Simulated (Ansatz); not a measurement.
H3GeN, SMILES `[NH2][GeH]` (excited triplet) (charge 0, multiplicity 3). This triplet is an excited state, 1.86 eV above the relaxed singlet at the level frozen-core CCSD(T)/cc-pVTZ // PBE0-D3(BJ)/def2-TZVP (Ansatz, a first-principles code).

These are frozen-core CCSD(T)/cc-pVDZ // PBE0-D3(BJ)/def2-TZVP (Ansatz) values and carry that method's errors.

Ansatz 0.2 input:
```yaml
crystal:
  periodic: [false, false, false]
  atoms:
    - { symbol: N, position_ang: [-0.673166, 0.09854, -0.145544] }
    - { symbol: Ge, position_ang: [0.988831, -0.31531, 0.54626] }
    - { symbol: H, position_ang: [-1.211129, 0.781421, 0.370969] }
    - { symbol: H, position_ang: [-1.26322, -0.687655, -0.382714] }
    - { symbol: H, position_ang: [2.158684, 0.123005, -0.388971] }
basis:
  gaussian: { orbitals: cc-pVDZ }
correlation:
  method: ccsd_t
magnetization:
  spin_polarized: true
  initial_magnetization: 2
```

Output:

```
Functional definition: HF
595 factors; integrals over basis functions are off by at most 1.0e-3 eV
mean field evaluation 1: about -57998.4295 eV, gradient 1.9e1 eV
mean field evaluation 2: about -57998.4348 eV, gradient 1.9e1 eV
mean field evaluation 4: about -58000.2866 eV, gradient 2.3e0 eV
mean field evaluation 8: about -58000.3780 eV, gradient 9.9e-2 eV
mean field evaluation 16: about -58000.3493 eV, gradient 6.7e-1 eV
mean field evaluation 32: about -57996.0076 eV, gradient 7.5e-1 eV
mean field -58000.37854689 eV, -2131.4745975295 hartree, gradient 6.1e-6 eV, S^2 2.012202; 0 other end points of the search recorded, 0 dependent functions left out
10 core orbitals not correlated
reference -58000.37854689 eV, -2131.4745975295 hartree; 12, 10 occupied and 34, 36 virtual orbitals, 595 factors
second order -7.03568285 eV of doubles, -0.00000000 eV of singles
cycle   1  -7.41132382 eV  change   -3.8e-1 eV  update   7.4e-2
cycle   2  -7.66474599 eV  change   -2.5e-1 eV  update   2.7e-2
cycle   3  -7.72793882 eV  change   -6.3e-2 eV  update   1.7e-2
cycle   4  -7.72671701 eV  change    1.2e-3 eV  update   7.9e-3
cycle   5  -7.72792529 eV  change   -1.2e-3 eV  update   4.5e-3
cycle   6  -7.72880022 eV  change   -8.7e-4 eV  update   1.8e-3
cycle   7  -7.72889899 eV  change   -9.9e-5 eV  update   6.4e-4
cycle   8  -7.72913333 eV  change   -2.3e-4 eV  update   2.8e-4
cycle   9  -7.72909787 eV  change    3.5e-5 eV  update   1.1e-4
cycle  10  -7.72908956 eV  change    8.3e-6 eV  update   4.6e-5
cycle  11  -7.72910235 eV  change   -1.3e-5 eV  update   1.7e-5
perturbative correction -0.22812819 eV, -0.0083835563 hartree
Total energy: -58008.33577743 eV, -2131.7670203582 hartree
```
